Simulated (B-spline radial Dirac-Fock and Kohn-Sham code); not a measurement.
**How the levels of arsenic move as electrons are removed**

Level of theory: multi-electron Dirac-Fock with separately optimised hole states, Breit and Lamb-shift corrections added in first order; a radial atomic solver. Each ion is free and in its tabulated ground configuration. Electron correlation is not included.

Reference: As²⁷⁺, [He] 2s2 2p2, with K (1s) 13695.9 eV. Shifts from it, in eV (a dash: the subshell is empty, belongs to an open shell averaged over j, or its hole state is left out as unreliable):

| ion | configuration | K (1s) |
| --- | --- | --- |
| As²⁸⁺ | [He] 2s2 2p1 | +196.0 |
| As²⁹⁺ | [He] 2s2 | +396.2 |
| As³⁰⁺ | [He] 2s1 | – |
| As³¹⁺ | 1s2 | +750.1 |
| As³²⁺ | 1s1 | +1333.1 |

Values without a named source are computed, but for edge energies of neutral atoms, which are taken from tables.
